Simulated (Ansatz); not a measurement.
A series at Al: from `[AlH2][SiH3]`, ligands are replaced one by one, each step taking up H₂O and setting free H₂; n counts the steps. Ansatz, PBE0-D4/def2-TZVP geometries. Each molecule was computed in one conformer, which needn't be the lowest.

```tsv
n	molecule	HOMO energy, ωB97M-V/def2-TZVPP (eV)
0	`[AlH2][SiH3]`	-9.61
1	`[OH][AlH][SiH3]`	?
2	`[OH][Al]([OH])[SiH3]`	-10.06
3	`O[SiH2][Al]([OH])[OH]`	-9.71
```

**Question.** By hand: fit a straight line y = ȳ + b (n − n̄) to the 3 given rows and predict n = 1.

**Answer.** n̄ = 1.667, ȳ = -9.793; Σ(n − n̄)(y − ȳ) = -0.283, Σ(n − n̄)² = 4.667, so b = -0.061 eV a step. Prediction: -9.793 + (-0.061) × (-0.667) = -9.75 eV.

**Question.** By hand: compare with the computed value, -9.62 eV, and give the steps along the whole series.

**Answer.** The line misses by 0.13 eV (computed minus predicted). Steps: -0.01, -0.44, 0.35 eV.

The steps change sign along the series, so a line is a poor guide. The highest orbital can change its character along such a series. The miss is 28.9 % of the series' range.
